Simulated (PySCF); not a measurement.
Trend along the 5d metals: MO molecules

PBE0 with triple-zeta basis sets in PySCF, for the lowest determinant that a PBE0 search found; no spin–orbit coupling. De refers to high-spin ground-configuration atoms. A positive dipole means M(−)O(+).

```
 M         basis  state (unpaired electrons)  Re (Å)  ωe (cm⁻¹)  De (eV)  μ (D)
Hf  x2c-TZVPPall      singlet (closed shell)   1.699       1043      n/a  -3.25
Ta    def2-TZVPP               doublet (δ ↑)   1.678       1070      n/a  -2.75
 W  x2c-TZVPPall              triplet (δ ↑↑)   1.634       1146      n/a  -2.02
Re    def2-TZVPP    sextet (σ ↑, π ↑↑, δ ↑↑)   1.727        951     5.04  -3.49
Os  x2c-TZVPPall    quintet (σ ↑, π ↑↑, δ ↑)   1.695        987      n/a  -3.19
Ir    def2-TZVPP         quartet (π ↑↑, δ ↑)   1.708        956      n/a  -2.87
Pt  x2c-TZVPPall              triplet (π ↑↑)   1.708        894     4.06  -2.71
Au    def2-TZVPP               doublet (π ↑)   1.884        581     2.02  -3.43
Hg    def2-TZVPP          triplet (σ ↑, π ↑)   2.184        290     0.37  -1.97
```

The shortest bond is that of WO (1.634 Å), the longest that of HgO (2.184 Å).

The rows differ in basis set, which adds steps of its own.

The state changes along the series, so neighbouring rows are not always alike in their bonding.

De is left out where the level can put another filling of the metal’s s and d shells below the measured ground configuration, by anything from nothing to about 1 eV. Weak bonds: HgO. Basis-set superposition, not corrected here, can be much of De in a small basis, most of all at correlated wavefunction levels. Functionals without a dispersion term scatter widely for such bonds, and LDA overbinds them. The metal atom is held in its measured ground configuration; semilocal functionals can put another filling of s and d lower by some tenths of an eV, and De to that atom would be smaller. These are scalar-relativistic numbers at best; spin–orbit coupling would shift them, the dissociation energy most. States were picked by a PBE0 search and need not be the measured ground states.
